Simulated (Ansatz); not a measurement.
Harmonic frequencies (cm⁻¹) at PBE0-D4/def2-TZVP from Ansatz: 64, 147, 192, 258, 295, 389, 596, 726, 798, 910, 1000, 1106, 1164, 1277, 1341, 2558, 2576, 2646.

Each molecule was computed in one conformer, which needn't be the lowest.

**Question.** Which molecule is it?
A. `F[B]1C=[CH][GeH2]1`
B. `BB(F)BF`
C. `C[BH][SbH2]`
D. `B[S][AlH2]`

**Answer.** B.
